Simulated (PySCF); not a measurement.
BH9Si3.

```xyz
13

B      0.0409    -0.0170     0.0000
Si    -0.0059     1.9895     0.0000
H     -0.6328     2.5936     1.2175
H      1.4510     2.3643     0.0000
H     -0.6328     2.5936    -1.2175
Si     0.0057    -0.9947     1.7529
H     -1.4613    -1.1716     2.0328
H      0.6374    -2.3508     1.7294
H      0.5903    -0.2106     2.8863
Si     0.0057    -0.9947    -1.7529
H      0.6374    -2.3508    -1.7294
H     -1.4613    -1.1716    -2.0328
H      0.5903    -0.2106    -2.8863
```
Charge 0, spin multiplicity 1.

Coordinates come from a PBE0-D3(BJ)/def2-SVP optimisation.

Computed with B3LYP/pcSseg-1 run with PySCF. Non-relativistic, no solvent.

Question: Give the absolute GIAO shielding of each atom: isotropic value and principal components (ppm). (The exact figures need the calculation; the answer reports its results.)

Answer: 
```json
[
 {"atom": "B1", "σ(iso)": "-83.0", "σ11": "-203.4", "σ22": "-203.2", "σ33": "157.5", "span": "360.9"},
 {"atom": "Si2", "σ(iso)": "426.2", "σ11": "390.0", "σ22": "429.4", "σ33": "459.4", "span": "69.4"},
 {"atom": "H3", "σ(iso)": "27.2", "σ11": "24.0", "σ22": "26.4", "σ33": "31.2", "span": "7.2"},
 {"atom": "H4", "σ(iso)": "27.5", "σ11": "24.7", "σ22": "26.8", "σ33": "31.2", "span": "6.5"},
 {"atom": "H5", "σ(iso)": "27.2", "σ11": "24.0", "σ22": "26.4", "σ33": "31.2", "span": "7.2"},
 {"atom": "Si6", "σ(iso)": "427.5", "σ11": "387.6", "σ22": "432.8", "σ33": "462.2", "span": "74.7"},
 {"atom": "H7", "σ(iso)": "27.5", "σ11": "24.8", "σ22": "26.6", "σ33": "31.1", "span": "6.3"},
 {"atom": "H8", "σ(iso)": "27.2", "σ11": "23.9", "σ22": "26.3", "σ33": "31.3", "span": "7.4"},
 {"atom": "H9", "σ(iso)": "27.1", "σ11": "23.9", "σ22": "26.5", "σ33": "31.1", "span": "7.2"},
 {"atom": "Si10", "σ(iso)": "427.5", "σ11": "387.6", "σ22": "432.8", "σ33": "462.2", "span": "74.7"},
 {"atom": "H11", "σ(iso)": "27.2", "σ11": "23.9", "σ22": "26.3", "σ33": "31.3", "span": "7.4"},
 {"atom": "H12", "σ(iso)": "27.5", "σ11": "24.8", "σ22": "26.6", "σ33": "31.1", "span": "6.3"},
 {"atom": "H13", "σ(iso)": "27.1", "σ11": "23.9", "σ22": "26.5", "σ33": "31.1", "span": "7.2"}
]
```
